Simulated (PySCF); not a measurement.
Simulated outer-valence photoelectron spectrum of `N#C[BH2-][AsH3+]`. Level of theory: EOM-IP-CCSD/aug-cc-pVDZ in PySCF, restricted Hartree–Fock reference, frozen core, non-relativistic, gas phase, PBE0-D3(BJ)/def2-SVP geometry.

Each root has a Gaussian of 0.8 eV full width with its one-hole share as area; cross sections and vibrations are left out, and the highest printed point is 100.

ionisation energy (eV), intensity and a bar:
```
     10.0          1 
     10.2          4 #
     10.4         15 ####
     10.6         40 ############
     10.8         74 ######################
     11.0        100 ##############################
     11.2         99 ##############################
     11.4         79 ########################
     11.6         63 ###################
     11.8         58 #################
     12.0         53 ################
     12.2         47 ##############
     12.4         52 ################
     12.6         75 ######################
     12.8         98 #############################
     13.0         96 #############################
     13.2         69 #####################
     13.4         39 ############
     13.6         28 ########
     13.8         36 ###########
     14.0         48 ##############
     14.2         50 ###############
     14.4         43 #############
     14.6         43 #############
     14.8         62 ##################
     15.0         87 ##########################
     15.2         96 #############################
     15.4         78 #######################
     15.6         46 ##############
     15.8         19 ######
     16.0          6 ##
     16.2          1 
     16.4          0
```

Q: Where are the maxima, and how many lines lie under the curve?

A: 4 maxima, at 11.1, 12.9, 14.1 and 15.2 eV, from 8 lines. At this width some lines have no maximum of their own.

Q: List the lines with their holes.

A: 
| E (eV) | leading hole (HF orbital) | area | Koopmans (eV) |
| --- | --- | --- | --- |
| 11.02 | HOMO | 0.96 | 11.34 |
| 11.11 | HOMO-1 | 0.95 | 11.55 |
| 11.91 | HOMO-4 | 0.93 | 13.99 |
| 12.88 | HOMO-2 | 0.95 | 13.42 |
| 12.91 | HOMO-3 | 0.94 | 13.68 |
| 14.11 | HOMO-5 | 0.93 | 15.49 |
| 15.08 | HOMO-6 | 0.94 | 15.84 |
| 15.26 | HOMO-7 | 0.94 | 16.44 |

The widest gap, 1.20 eV, lies between 12.91 and 14.11 eV. Only orbitals with −ε under 21 eV, eight at most, were ionised, so the high end of the curve may lack lines.
